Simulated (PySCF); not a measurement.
**C8H10OSi: full NMR table**

| Property | Result |
| --- | --- |
| Formula | C8H10OSi |
| SMILES | C=C1C(=C)C(CC=O)=C1[SiH3] |
| Point group of the computed structure | C1 |
| Degrees of unsaturation | 5 |
| Carbon signals | 8 |
| Proton signals | 7 |

Numbering as in the mapped SMILES `[CH2:1]=[C:2]1[C:3](=[CH2:4])[C:5]([CH2:6][CH:7]=[O:8])=[C:9]1[SiH3:10]` (H(Xn): hydrogen on atom n). Ha(C4) is cis to C2; Ha(C1) is cis to C3; Hb(C4) is trans to C2; Hb(C1) is trans to C3.

How the numbers were obtained: geometry: GFN2-xTB, shieldings: GIAO PBE0/pcSseg-1, in PySCF 2.14 (one conformer, non-relativistic Hamiltonian, rapidly exchanging positions averaged, isolated molecule).

Chemical shifts δ = σref − σ; TMS for 1H (σref 31.72), 13C (σref 186.93), 29Si (σref 349.16); 17O (σref 336.08) against H2O, all at this level.

```tsv
carbon	δC, type	δH (multiplicity)	HMBC from (2–3 bonds)	span of the C tensor (ppm)
C1	99.7, CH2	Hb(C1) 5.07 (m); Ha(C1) 5.14 (m)	–	173
C2	157.9, C	–	Ha(C1), Ha(C4), Hb(C4), Hb(C1), H(Si10)	209
C3	156.9, C	–	Ha(C1), Ha(C4), Hb(C4), Hb(C1), H(C6)	193
C4	99.9, CH2	Hb(C4) 5.07 (m); Ha(C4) 5.10 (m)	–	175
C5	169.8, C	–	H(C7), Ha(C4), Hb(C4), H(Si10), H(C6)	237
C6	48.0, CH2	3.53 (d)	H(C7)	67
C7	196.3, CH	9.51 (t)	H(C6)	190
C9	160.2, C	–	Ha(C1), Hb(C1), H(Si10), H(C6)	217
```

Other nuclei:
```json
{"atoms": "H(Si10)", "nucleus": "1H", "environment": "hydrogen on a silicon bonded to C", "δ (ppm)": "4.36", "σ (ppm)": "27.36"}
{"atoms": "Si10", "nucleus": "29Si", "environment": "silicon bonded to C, 3 H", "δ (ppm)": "-100.1", "σ (ppm)": "449.3"}
{"atoms": "O8", "nucleus": "17O", "environment": "aldehyde oxygen", "δ (ppm)": "694.8", "σ (ppm)": "-358.7"}
```

1. Carbon types of the structure: 4 × C, 1 × CH, 3 × CH2, leaving 3 H on heteroatoms.
2. δC 196.3: aldehyde carbonyl carbon; the double bond to the heteroatom, with no lone-pair donor beside it, deshields it most.
3. δC 169.8, 160.2, 157.9, 156.9: fully substituted alkene carbon.
4. δC 99.9, 99.7: terminal =CH2 carbon.
5. δH 9.51: hydrogen on an aldehyde carbonyl carbon; the formyl region, downfield of aromatic protons.
6. δH 5.14, 5.10, 5.07, 5.07: hydrogen on a terminal =CH2 carbon; a vinylic proton, deshielded by the sp2 carbon and the C=C anisotropy.

Shifts are as computed. Against solution values, carbons near 30 ppm lie about +3 ppm off and those near 130 ppm about +5 ppm. Of 1211 compounds with measured shifts, 218 miss one by over three times the rms of a fit or turn the order of signals round; such compounds aren't used in these exercises. Unscaled 17O shifts of doubly bonded oxygen tend to come out too high, by tens of ppm or more. Experimental scales use liquid or dissolved standards, which lie at an offset from isolated H2O (liquid H2O: subtract about 36 ppm). Multiplicities follow the n + 1 count of equivalent neighbours, as no J values were calculated; m marks all less simple cases, F and P coupling included.
